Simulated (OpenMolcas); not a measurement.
**N³⁺: effect of the basis set**

| Quantity | Value |
| --- | --- |
| Program | OpenMolcas |
| Method | CASSCF |
| Active space | 2 electrons in 8 orbitals (2s 2p 3s 3p) |
| State averaging | 2S+1 = 3 even, 3 roots; 2S+1 = 1 even, 7 roots; 2S+1 = 3 odd, 3 roots; 2S+1 = 1 odd, 3 roots |
| Spin-orbit coupling | state interaction with AMFI integrals over the reference wave functions, term energies averaged over their components |

A. ANO-RCC-VTZP [4s3p2d1f], DKH2, point nucleus; cost of the order of 21 core-seconds
B. ANO-R2 [4s4p2d1f], X2C, finite nucleus; cost about 21 core-seconds
C. ANO-RCC-VQZP [5s4p3d2f1g], DKH2, point nucleus; cost of the order of 16 core-seconds
D. ANO-RCC [8s7p4d3f2g], DKH2, point nucleus; cost of the order of 20 core-seconds

Energies in cm-1 above 2s2 1S0, the measured ground level; measured values from Moore, Selected Tables of Atomic Spectra, NSRDS-NBS 3, section 4.

```csv
Level,A,B,C,D,Measured
2s2 1S0,0.0,0.0,0.0,0.0,0.0
2s 2p 3P* 0,67982,67977,67834,67820,67209
2s 2p 3P* 1,68052,68045,67903,67889,67272
2s 2p 3P* 2,68192,68182,68041,68028,67416
2s 2p 1P* 1,141271,141509,141182,141153,130694
2p2 3P0,177310,177386,177287,177291,175535
2p2 3P1,177379,177454,177356,177360,175608
2p2 3P2,177516,177588,177492,177497,175733
2p2 1D2,198526,198641,198533,198539,188882
2p2 1S0,244597,244738,244572,244601,235369
```

Deviations, from unrounded energies. A percentage is the sum of absolute deviations over the sum of measured energies, with the sign that they share, or ± where signs differ.

```tsv
Against measurement	Levels	A	B	C	D
mean absolute deviation (cm-1)	9	4100	4200	4100	4100
other configurations (%)	9	+2.9	+2.9	+2.8	+2.8
```

A, B, C, D lie about equally close to measurement. The largest miss of D in the table is 2s 2p 1P* 1, by +10000 cm-1. The ranking rests on the paired levels alone, and a cruder setting can come out closer through cancelling errors.

Among A to D the level of the table that moves most is 2s 2p 1P* 1, by 360 cm-1 (lowest in D, highest in B).

Active for correlation alone: 3p 3s; no level in the range computed is led by a configuration that fills them, so any true level of that kind is missing. Computed and measured levels are paired by configuration, term and J; levels that our copy of the source lacks, or whose pairing is in doubt (as where it misses far off the trend of its configuration), stay unpaired and out of the deviations. Only configurations of the active space appear.

* marks odd parity.
